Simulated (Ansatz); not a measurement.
`[CH3][Hf]([CH3])([Cl])[Cl]` at its PBE0-D4/def2-TZVP geometry, where that method's forces vanish. The species carries charge 0 and has multiplicity 1. Hf takes the def2 core potential.

| atom | x (Å) | y (Å) | z (Å) |
| --- | --- | --- | --- |
| C1 | 0.123 | 1.230 | -1.279 |
| Hf2 | -0.876 | -0.027 | 0.210 |
| C3 | 0.758 | -1.204 | 1.068 |
| Cl4 | -1.762 | 1.355 | 1.883 |
| Cl5 | -2.345 | -1.478 | -0.901 |
| H6 | 0.623 | 0.615 | -2.036 |
| H7 | -0.579 | 1.891 | -1.800 |
| H8 | 0.884 | 1.863 | -0.806 |
| H9 | 1.251 | -1.806 | 0.296 |
| H10 | 0.408 | -1.889 | 1.849 |
| H11 | 1.515 | -0.550 | 1.517 |

(1) For each bond, give half the difference of the two atoms' forces along it (eV/Å; positive pushes the atoms apart) under PBE-D4, r2SCAN-D4, B3LYP-D4, ωB97M-V in def2-TZVPP. (Estimate.)

Answers

(1) Computed: 
| bond | length (Å) | PBE-D4 | r2SCAN-D4 | B3LYP-D4 | ωB97M-V |
| --- | --- | --- | --- | --- | --- |
| C1–Hf2 | 2.190 | -0.04 | 0.00 | 0.11 | 0.02 |
| C1–H6 | 1.097 | 0.12 | -0.01 | -0.07 | -0.05 |
| C1–H7 | 1.096 | 0.12 | -0.01 | -0.06 | -0.05 |
| C1–H8 | 1.097 | 0.12 | -0.01 | -0.07 | -0.05 |
| Hf2–C3 | 2.190 | -0.04 | 0.00 | 0.11 | 0.02 |
| Hf2–Cl4 | 2.344 | 0.06 | 0.06 | 0.12 | 0.07 |
| Hf2–Cl5 | 2.344 | 0.06 | 0.06 | 0.12 | 0.07 |
| C3–H9 | 1.097 | 0.12 | -0.02 | -0.07 | -0.05 |
| C3–H10 | 1.096 | 0.12 | -0.01 | -0.06 | -0.05 |
| C3–H11 | 1.097 | 0.12 | -0.01 | -0.06 | -0.05 |

B3LYP here is the variant with VWN-RPA as its local correlation; programs differ in this.
